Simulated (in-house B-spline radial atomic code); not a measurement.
Checks on a self-consistent run for Dy, [Xe] 4f10 6s2. Level of theory: Dirac-Hartree-Fock, average of configuration, Fermi nucleus of rms radius 5.2218 fm; calculated with a radial B-spline atomic code at the basis-set limit.

```tsv
orbital	q	ε (Eh)	<1/r>	<r²>	small-component weight
1s1/2	2	-1988.46980	74.5526	0.00060929	0.060737
2s1/2	2	-335.58880	17.8776	0.00944739	0.013517
2p1/2	2	-318.37930	17.8107	0.00686272	0.013524
2p3/2	4	-288.89519	15.6098	0.00808331	0.012485
3s1/2	2	-76.62719	6.54804	0.0623687	0.0043418
3p1/2	2	-69.12438	6.45051	0.0580808	0.0042687
3p3/2	4	-62.88382	5.89468	0.0649104	0.0039831
3d3/2	4	-50.16814	5.75928	0.0516009	0.0038407
3d5/2	6	-48.82120	5.62192	0.053505	0.0037577
4s1/2	2	-16.07328	2.70883	0.317477	0.0013538
4p1/2	2	-13.05296	2.59775	0.33424	0.001273
4p3/2	4	-11.64744	2.41774	0.370565	0.0011785
4d3/2	4	-6.64214	2.18938	0.426256	0.00099927
4d5/2	6	-6.38204	2.14213	0.441523	0.00097051
5s1/2	2	-2.20207	0.993653	1.98388	0.00025679
5p1/2	2	-1.29278	0.87498	2.5425	0.00020363
5p3/2	4	-1.11014	0.809477	2.91298	0.00017798
4f5/2	4.2857	-0.49744	1.59379	0.904891	0.00058147
4f7/2	5.7143	-0.46156	1.57019	0.944052	0.00056787
6s1/2	2	-0.18769	0.279822	22.3925	1.9713e-05
```

Electron-electron repulsion V_ee = 4498.1329 hartree.

(1) What total energy follows from the eigenvalues?

(2) Does the Dirac virial theorem hold?

(3) What diamagnetic shielding (Lamb formula) and susceptibility (Langevin formula) do the radii give?

Answers

(1) The eigenvalues count the repulsion twice, so E = Σqε - V_ee = -7663.373 - 4498.133 = -12161.506 hartree; the run printed -12161.506.

(2) For a point nucleus E = -2c²Σq·w, with w the small-component weight. Here Σq·w = 0.32376 and c = 137.0360, so the ratio E/(-2c²Σq·w) is 1.000155; the finite nucleus accounts for the departure from 1.

(3) σ = (α²/3)Σq<1/r> = 454.498/(3·137.036²) = 8067.5 ppm, and χ = -0.79199×10⁻⁶·Σq<r²> = -65.73×10⁻⁶ cm³/mol with Σq<r²> = 82.996 bohr². Both are non-relativistic formulas without the paramagnetism of open shells; for so heavy an element the full relativistic shielding is larger by tens of per cent.
